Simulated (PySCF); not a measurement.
Ionisation energy along the 3-electron series

Calculated with PySCF 2.14 and a two-component X2C-1e Hamiltonian (Gaussian nucleus, no Breit or QED terms), each ion in its own even-tempered basis scaled to its charge; GMP2 freezes nothing and drops the highest virtual spinors. Values in eV. NIST values: (m) measured, (s) semi-empirical, (t) theoretical.

```json
{"ion": "Sm⁵⁹⁺", "configuration": "[He] 2s1", "GHF (screened spin-orbit)": "13276.8", "GMP2 (screened spin-orbit)": "13277.0", "NIST": "13262.85 ± 0.09 (t)"}
{"ion": "Gd⁶¹⁺", "configuration": "[He] 2s1", "GHF (screened spin-orbit)": "14240.2", "GMP2 (screened spin-orbit)": "14240.4", "NIST": "14224.57 ± 0.1 (t)"}
```

**Question.** Fill in the row of Eu⁶⁰⁺.

**Answer.** configuration: [He] 2s1; GHF (screened spin-orbit): 13753.4; GMP2 (screened spin-orbit): 13753.6; NIST: 13738.58 ± 0.09 (t).
